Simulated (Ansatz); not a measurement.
Coupled-cluster diagnostics for the cluster Cs₄H₃, Ansatz.

Geometry of the doublet (PBE0-D4/def2-TZVP):

```xyz
7

Cs   -1.3623    0.7440   -2.6407
Cs   -0.0237    2.3114    1.9433
Cs    2.2202   -0.3454   -0.4430
Cs   -2.6215   -3.9160    0.9546
H    -0.5786   -1.4292   -1.0533
H     0.3275    1.9968   -0.8659
H     2.0383    0.6383    2.1050
```

In the def2 sets Cs takes a core potential; there is no spin–orbit coupling. Correlated methods freeze no core orbitals; core or outer-core shells of Cs are correlated, in sets that lack core-valence functions. Another isomer (doublet) lies 0.23 eV lower at PBE0-D4/def2-TZVP; other spin states weren't run for this one.

Question: Estimate the CCSD(T) correlation energy, the shares of MP2 and (T), T1 and the reference's ⟨S²⟩ for: charge 0, doublet, own geometry in def2-TZVP; and the rough time on 4 threads of Arm Neoverse V2 on a shared host.

Answer: 
```
                          state      basis  correlation (eV)  MP2 share (%)  (T) share (%)     T1  ⟨S²⟩ (pure)  wall time
charge 0, doublet, own geometry  def2-TZVP           -14.112           90.3            1.3  0.018  0.75 (0.75)    2.3 min
```
Customary marks for T1 are 0.02 (closed shells), 0.045 (open shells) and about 0.05 (3d metals). T1 stays under 0.02 throughout.
